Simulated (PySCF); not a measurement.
## Excitation energy of Sn⁺ by level of theory

Sn⁺ [Kr] 4d10 5s2 5p1 (2P) → Sn⁺ [Kr] 4d10 5s1 5p1 5d1 (high-spin determinant), as a difference of total energies. Computed with PySCF 2.14 in aug-cc-pwCVTZ-PP with ECP28MDF (8s7p6d4f1g, 96 functions), with scalar relativity through the core potential. Correlated levels: valence: 4s2 4p6 4d10 frozen. The calculations carry no spin-orbit coupling.

```
           method  excitation energy (eV)
              UHF                  12.884
    MP2 (valence)                  13.559
SCS-MP2 (valence)                  13.848
   CCSD (valence)                  13.494
CCSD(T) (valence)                  13.395
```

How much does correlation contribute at CCSD(T) (valence)?

13.395 − (12.884) = 0.511 eV, measured against UHF.

The promoted electron is Rydberg-like, and one or two diffuse shells describe it only roughly, which tends to raise the upper state.

The coupled-cluster amplitudes are large for the upper state (T1 above 0.03 or a double amplitude above 0.15), so a single reference is strained.

The determinant of the upper state mixes LS terms, which raises its energy above the lowest term, most at the Hartree-Fock and MP2 levels.
